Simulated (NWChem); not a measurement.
System: CH$_{5}$GeNOSi; SMILES N#C[O][GeH2][SiH3]

NWChem input:

```
start job
memory heap 200 mb stack 900 mb global 1100 mb
geometry units angstroms noautoz
  N      1.149841    -2.555863     0.588044
  C      0.166673    -1.975650     0.355168
  O     -0.903000    -1.335102     0.100459
  Ge    -0.838978     0.501576    -0.230475
  Si     1.448646     1.173576    -0.033744
  H     -1.458052     0.613279    -1.631312
  H     -1.801758     1.065456     0.824540
  H      1.925537     0.897531     1.348975
  H      2.261426     0.462559    -1.058085
  H      1.454470     2.644253    -0.298681
end
basis spherical
  * library def2-tzvp
end
dft
  xc pbe0
  iterations 150
  semidirect filesize 400000000
  mulliken
end
task dft energy
```

Output (shortened):

```
             Northwest Computational Chemistry Package (NWChem) 7.3.0
             --------------------------------------------------------

 C1  symmetry detected

                             Geometry "geometry" -> ""
                             -------------------------

 Output coordinates in angstroms (scale by  1.889725989 to convert to a.u.)

  No.       Tag          Charge          X              Y              Z
 ---- ---------------- ---------- -------------- -------------- --------------
    1 N                    7.0000     0.87278001    -2.71702727    -0.00513565
    2 C                    6.0000    -0.03781991    -1.99020648     0.00094716
    3 O                    8.0000    -1.02737185    -1.19013297     0.00788161
    4 Ge                  32.0000    -0.74047060     0.65502230    -0.00170387
    5 Si                  14.0000     1.62691831     0.99994029     0.00175932
    6 H                    1.0000    -1.48717411     1.10551409    -1.26565224
    7 H                    1.0000    -1.49223988     1.11710598     1.25499189
    8 H                    1.0000     2.20847301     0.40971399     1.23827245
    9 H                    1.0000     2.21363030     0.40647993    -1.23071982
   10 H                    1.0000     1.81194769     2.48280176     0.00021473

 Effective nuclear repulsion energy (a.u.)     409.3702229439

                                 NWChem DFT Module
                                 -----------------

 Summary of "ao basis" -> "ao basis" (spherical)
 ------------------------------------------------------------------------------
       Tag                 Description            Shells   Functions and Types
 ---------------- ------------------------------  ------  ---------------------
 N                         def2-tzvp                11       31   5s3p2d1f
 C                         def2-tzvp                11       31   5s3p2d1f
 O                         def2-tzvp                11       31   5s3p2d1f
 Ge                        def2-tzvp                16       48   6s5p4d1f
 Si                        def2-tzvp                13       37   5s5p2d1f
 H                         def2-tzvp                 4        6   3s1p

            General Information
            -------------------
          SCF calculation type: DFT
          Wavefunction type:  closed shell.
          No. of atoms     :    10
          No. of electrons :    72
           Alpha electrons :    36
            Beta electrons :    36
          Charge           :     0
          Spin multiplicity:     1
          Use of symmetry is: off; symmetry adaption is: off
          Maximum number of iterations: 150
          AO basis - number of functions:   208
                     number of shells:    82
          Convergence on energy requested:  1.00D-06
          Convergence on density requested:  1.00D-05
          Convergence on gradient requested:  5.00D-04

              XC Information
              --------------
                         PBE0 Method XC Functional
                     Hartree-Fock (Exact) Exchange  0.250
          PerdewBurkeErnzerhof Exchange Functional  0.750
            Perdew 1991 LDA Correlation Functional  1.000 local
           PerdewBurkeErnz. Correlation Functional  1.000 non-local

             Grid Information
             ----------------
          Grid used for XC integration:  medium
          Radial quadrature: Mura-Knowles
          Angular quadrature: Lebedev.
          Tag              B.-S. Rad. Rad. Pts. Rad. Cut. Ang. Pts.
          ---              ---------- --------- --------- ---------
          N                   0.65       49          13.0       434
          C                   0.70       49          12.0       434
          O                   0.60       49          12.0       434
          Ge                  1.25      112          10.0       590
          Si                  1.10       88          11.0       590
          H                   0.35       45          12.0       434
          Grid pruning is: on
          Number of quadrature shells:   572
          Spatial weights used:  Erf1

      Superposition of Atomic Density Guess
      -------------------------------------

 Sum of atomic energies:       -2533.40770611

      Non-variational initial energy
      ------------------------------

 Total energy =   -2535.204171
 1-e energy   =   -4341.373837
 2-e energy   =    1396.799443
 HOMO         =      -0.318993
 LUMO         =      -0.004237

------------------------------------------------------------
EAF file 0: "./job.aoints.0" size=629145600 bytes
------------------------------------------------------------
               write      read    awrite     aread      wait
               -----      ----    ------     -----      ----
     calls:     1200         0         0         0         0
   data(b): 6.29e+08  0.00e+00  0.00e+00  0.00e+00
   time(s): 0.00e+00  0.00e+00  0.00e+00  0.00e+00  0.00e+00
rate(mb/s): 0.00e+00  0.00e+00
------------------------------------------------------------

     ---------------------------------------------
      Total Density - Mulliken Population Analysis
     ---------------------------------------------

    Atom       Charge   Shell Charges
 -----------   ------   -------------------------------------------------------
    1 N    7     7.87   0.82  1.15  0.63  0.93  0.28  1.55  1.70  0.77  0.01  0.03  0.00
    2 C    6     5.15   0.86  1.12  0.58  0.33  0.04  0.96  0.91  0.20  0.04  0.09  0.03
    3 O    8     8.54   0.79  1.18  0.58  0.96  0.27  1.90  2.09  0.74  0.00  0.02  0.00
    4 Ge  32    31.40   2.00  2.00  1.16  0.80  0.80  0.62  5.98  4.42  1.57  1.12  0.75  8.90  1.11  0.04  0.09  0.03
    5 Si  14    13.91   2.00  0.59  1.39  0.89  0.51  4.12  1.73  0.51  1.45  0.60  0.06  0.06  0.01
    6 H    1     1.03   0.22  0.54  0.27  0.01
    7 H    1     1.03   0.22  0.54  0.27  0.01
    8 H    1     1.02   0.22  0.54  0.26  0.01
    9 H    1     1.02   0.22  0.54  0.26  0.01
   10 H    1     1.03   0.22  0.54  0.26  0.01

   convergence    iter        energy       DeltaE   RMS-Dens  Diis-err
 ---------------- ----- ----------------- --------- --------- ---------
 d= 0,ls=0.0,diis     1  -2536.9252841606 -2.95D+03  6.28D-03  1.48D+00
 d= 0,ls=0.0,diis     2  -2536.6510687766  2.74D-01  4.32D-03  3.71D+00
 d= 0,ls=0.0,diis     3  -2537.0335208821 -3.82D-01  1.31D-03  3.10D-01
 d= 0,ls=0.0,diis     4  -2537.0578787402 -2.44D-02  5.07D-04  8.76D-02
 d= 0,ls=0.0,diis     5  -2537.0653516572 -7.47D-03  1.20D-04  1.63D-03
  Resetting Diis
 d= 0,ls=0.0,diis     6  -2537.0654992851 -1.48D-04  2.86D-05  6.29D-05
 d= 0,ls=0.0,diis     7  -2537.0655073704 -8.09D-06  1.02D-05  4.76D-06
 d= 0,ls=0.0,diis     8  -2537.0655070633  3.07D-07  6.35D-06  8.41D-06

         Total DFT energy =    -2537.065507063252
      One electron energy =    -4342.838249312254
           Coulomb energy =     1518.555070349033
    Exchange-Corr. energy =     -122.152551043892
 Nuclear repulsion energy =      409.370222943861

 Numeric. integr. density =       71.999990307540

                       DFT Final Molecular Orbital Analysis
                       ------------------------------------

 Vector   34  Occ=2.000000D+00  E=-3.389049D-01
              MO Center=  2.7D-01,  5.6D-01, -5.0D-05, r^2= 4.1D+00
   Bfn.  Coefficient  Atom+Function         Bfn.  Coefficient  Atom+Function
  ----- ------------  ---------------      ----- ------------  ---------------
   109      0.333455   4 Ge px              156     -0.301488   5 Si px
   112      0.178427   4 Ge px              103     -0.152339   4 Ge px
    98      0.122357   4 Ge s               180     -0.117706   6 H  s
   186     -0.118110   7 H  s               147      0.105467   5 Si px
   159     -0.105919   5 Si px               38     -0.093814   2 C  py

 Vector   35  Occ=2.000000D+00  E=-3.128400D-01
              MO Center=  2.4D-01, -1.9D+00, -5.8D-04, r^2= 2.8D+00
   Bfn.  Coefficient  Atom+Function         Bfn.  Coefficient  Atom+Function
  ----- ------------  ---------------      ----- ------------  ---------------
     7      0.246645   1 N  py               10      0.203960   1 N  py
    68     -0.181363   3 O  px                6      0.175484   1 N  px
    71     -0.159716   3 O  px               37      0.153055   2 C  px
    38      0.151082   2 C  py               41      0.148932   2 C  py
     9      0.145618   1 N  px               69     -0.145383   3 O  py

 Vector   36  Occ=2.000000D+00  E=-3.002120D-01
              MO Center=  1.2D-01, -2.0D+00, -1.5D-03, r^2= 2.4D+00
   Bfn.  Coefficient  Atom+Function         Bfn.  Coefficient  Atom+Function
  ----- ------------  ---------------      ----- ------------  ---------------
     8      0.317553   1 N  pz               70     -0.268242   3 O  pz
    11      0.263661   1 N  pz               73     -0.235403   3 O  pz
    39      0.197132   2 C  pz               76     -0.183132   3 O  pz
    42      0.172825   2 C  pz               14      0.170332   1 N  pz
    45      0.084242   2 C  pz              180     -0.059886   6 H  s

 Vector   37  Occ=0.000000D+00  E=-5.187999D-02
              MO Center= -2.4D-01,  6.2D-01, -1.9D-03, r^2= 4.5D+00
   Bfn.  Coefficient  Atom+Function         Bfn.  Coefficient  Atom+Function
  ----- ------------  ---------------      ----- ------------  ---------------
   113      0.863922   4 Ge py               67      0.414162   3 O  s
     5      0.393883   1 N  s               110      0.333201   4 Ge py
   205     -0.281326  10 H  s               160      0.244413   5 Si py
    44      0.241318   2 C  py               99     -0.231978   4 Ge s
    75      0.228482   3 O  py               36     -0.225575   2 C  s

[...]
```

Level: PBE0/def2-TZVP. All runs use the structure optimised with PBE0/def2-SVP.
